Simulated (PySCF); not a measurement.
Compound: C₆H₄F₂OS.
Geometry (GFN2-xTB, Å), atoms numbered from 1 in this order:
```xyz
14
C6H4F2OS angstrom
C      2.5071   -0.3202    1.1396
C      1.6584   -0.3732    0.2965
C      0.6060   -0.4288   -0.6814
C     -0.1357    0.9015   -0.8109
C     -1.1431    0.9131    0.2934
F     -1.6350    2.0951    0.6860
C     -1.4647   -0.2657    0.8045
F     -2.3355   -0.5152    1.7831
S     -0.6694   -1.6797   -0.0621
O     -1.5283   -1.9739   -1.1996
H      3.2664   -0.2718    1.8617
H      0.9756   -0.8040   -1.6370
H     -0.6441    0.9687   -1.7774
H      0.5416    1.7536   -0.7184
```

NICS = −σ at a ghost point: NICS(0) at the centroid of the ring atoms, NICS(1) 1 Å to either side along the normal of their mean plane, zz for the tensor component along that normal. Level: GIAO PBE0/pcSseg-1 (PySCF, non-relativistic, gas phase) on the GFN2-xTB geometry, one conformer.

Ring bond lengths (Å), with Mayer bond orders in brackets: C3–C4 1.529 (0.97), C4–C5 1.495 (1.03), C5–C7 1.324 (1.68), C7–S9 1.839 (0.85), S9–C3 1.891 (0.83).

**Question.** What do the NICS probes read (ppm)?

**Answer.** 
```csv
ring,type,NICS(0),"NICS(1), two faces","NICS(1)zz, two faces",rms pucker (Å),"centre to ring atoms, mean (Å)"
C3–C4–C5–C7–S9,"5-membered ring with S; formal bonds 1 double, 4 single",-5.0,-0.5 / -4.4,1.0 / -2.7,0.17,1.35
```

**Question.** What do they say, and how far can they be read as aromaticity?

**Answer.** 
- C3–C4–C5–C7–S9: mean NICS(1)zz -0.8 ppm, near zero. C3, C4 have four or more neighbours, so the value isn't read as a sign of a π ring current. The two faces differ by 3.7 ppm, so no symmetry operation interchanges them.

**Question.** What are the shieldings of the ring atoms and their hydrogens in the same run (means over atoms taken as equivalent)?

**Answer.** 
```csv
atoms,environment,σ isotropic (ppm)
C3,sp3 carbon bound to sulfur,132.7
C4,allylic carbon,150.2
C5,vinylic C–F carbon,27.6
C7,vinylic C–F carbon,19.9
S9,sulfinyl sulfur,96.3
H12,methine hydrogen,28.27
H13,methylene hydrogen,27.50
H14,methylene hydrogen,28.84
```
